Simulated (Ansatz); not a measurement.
F2Zn, SMILES [F][Zn-][F] (connectivity only; charge and spin as stated), charge -1, multiplicity 2.

Coordinates come from a B3LYP-D3(BJ)/def2-SVPD optimisation.

Two levels are set side by side: PBE/def2-TZVPD (Ansatz, a program for electronic structure) and PBE0/def2-TZVPD (Ansatz). Energy differences of separate SCF runs at the same geometry; the states with an electron removed or added have multiplicity 1. Differences are taken from unrounded values.

```csv
quantity,PBE0,PBE,PBE minus PBE0
vertical ionisation energy (eV),2.16,2.10,-0.06
```
